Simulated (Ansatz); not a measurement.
Li10F10⁻ (relaxed from a model of 2x2x5 LiF rock-salt block, whose bonding it doesn't keep). Charge -1, multiplicity 2. Geometry PBE-D4/def2-SVP, that of the neutral singlet.

```xyz
20

Li    1.1758    2.3934    2.7045
F    -0.1011    1.4794    1.8055
Li   -1.0597    0.4196    0.6794
F    -2.2518   -0.5473   -0.2973
Li   -3.0967   -1.6325   -1.4731
F     2.3182    1.0119    2.9911
Li    1.2255   -0.0179    1.9222
F     0.1501   -1.1220    0.9277
Li   -0.9464   -2.0641   -0.2011
F    -2.0394   -3.0941   -1.2694
F     2.0393    3.0942    1.2695
Li    0.9462    2.0642    0.2012
F    -0.1501    1.1219   -0.9276
Li   -1.2252    0.0178   -1.9223
F    -2.3181   -1.0118   -2.9910
Li    3.0967    1.6326    1.4730
F     2.2518    0.5471    0.2974
Li    1.0597   -0.4197   -0.6795
F     0.1011   -1.4794   -1.8055
Li   -1.1758   -2.3934   -2.7045
```

At PBE-D4/def2-SVP, BLYP-D4/def2-SVP, PBE0-D4/def2-SVP the highest occupied level of the charge -1 doublet lies above zero (up to 1.30 eV). By energy differences it is unbound by 0.35 eV (vertical, to the charge 0 singlet, at PBE0-D4/def2-SVP) and held by the finite basis. At PBE-D4/def2-SVP, BLYP-D4/def2-SVP the gap within one spin of the charge -1 doublet nearly closes, so an electron or hole may be smeared out by delocalisation error.

(1) Estimate the α-spin orbital energies around the gap (eV) in Ansatz with PBE-D4/def2-SVP, BLYP-D4/def2-SVP, PBE0-D4/def2-SVP.

Answers

(1) 
```tsv
orbital	PBE-D4/def2-SVP	BLYP-D4/def2-SVP	PBE0-D4/def2-SVP
HOMO−5	-4.73	-4.62	-6.80
HOMO−4	-4.72	-4.61	-6.79
HOMO−3	-4.71	-4.61	-6.77
HOMO−2	-4.45	-4.35	-6.55
HOMO−1	-4.42	-4.32	-6.52
HOMO	1.17	1.30	1.05
LUMO	1.25	1.39	1.50
LUMO+1	1.44	1.60	1.74
LUMO+2	1.59	1.74	1.95
LUMO+3	2.00	2.14	2.35
LUMO+4	2.07	2.22	2.43
LUMO+5	2.43	2.58	2.75
β HOMO	-4.41	-4.31	-6.51
β LUMO	1.49	1.49	1.90
```
